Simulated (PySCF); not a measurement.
Basis and Hamiltonian dependence of the excitation energy of Rh²⁺

Rh²⁺ [Kr] 4d7 (4F) → Rh²⁺ [Kr] 4d6 5s1 (6D). Calculated with PySCF 2.14 from differences of total energies of unrestricted determinants, without spin-orbit coupling. Values in eV.

| basis | Hamiltonian | functions | UHF | r2SCAN | PBE0 | MP2 (valence) | CCSD(T) (valence) | CCSD(T) (valence and next inner shell) |
| --- | --- | --- | --- | --- | --- | --- | --- | --- |
| aug-cc-pVDZ-PP with ECP28MDF | ECP | 54 | 4.934 | 4.866 | 5.212 | 5.352 | 5.335 | n/a |
| def2-TZVPPD with the def2 core potential (28 electrons) | ECP | 56 | 4.965 | 4.964 | 5.276 | 5.535 | 5.517 | 5.163 |
| ANO-RCC-VTZP | spin-free X2C | 68 | 5.049 | 5.415 | 5.519 | 5.637 | 5.611 | 5.328 |
| aug-cc-pwCVDZ-PP with ECP28MDF | ECP | 70 | 4.770 | 4.725 | 5.068 | 5.259 | 5.232 | 4.787 |
| x2c-TZVPPall | spin-free X2C | 79 | 4.847 | 5.236 | 5.341 | 5.454 | 5.430 | 5.149 |
| def2-QZVPPD with the def2 core potential (28 electrons) | ECP | 88 | 4.812 | 4.716 | 5.045 | 5.395 | 5.367 | n/a |
| aug-cc-pVTZ-PP with ECP28MDF | ECP | 88 | 4.712 | 4.632 | 4.972 | 5.258 | 5.231 | n/a |
| x2c-TZVPPall with one added diffuse shell each of s, p, d, f type | spin-free X2C | 95 | 4.836 | 5.208 | 5.317 | 5.433 | 5.407 | 5.126 |
| aug-cc-pVTZ-DK | spin-free X2C | 102 | 4.755 | 5.045 | 5.164 | 5.311 | 5.281 | n/a |
| aug-cc-pVTZ-PP with one added diffuse shell each of s, p, d, f, g type with ECP28MDF | ECP | 113 | 4.712 | 4.632 | 4.972 | 5.259 | n/a | n/a |
| x2c-QZVPPall | spin-free X2C | 118 | 4.756 | 5.048 | 5.175 | 5.340 | n/a | n/a |
| aug-cc-pwCVTZ-PP with ECP28MDF | ECP | 122 | 4.720 | 4.633 | 4.973 | 5.318 | n/a | n/a |
| aug-cc-pwCVTZ-DK | spin-free X2C | 136 | 4.754 | 5.054 | 5.173 | 5.354 | n/a | n/a |

Frozen in the all-electron rows: valence and next inner shell: [Ar] 3d10; valence: [Kr]; with a core potential, the same shells as far as they lie outside it.
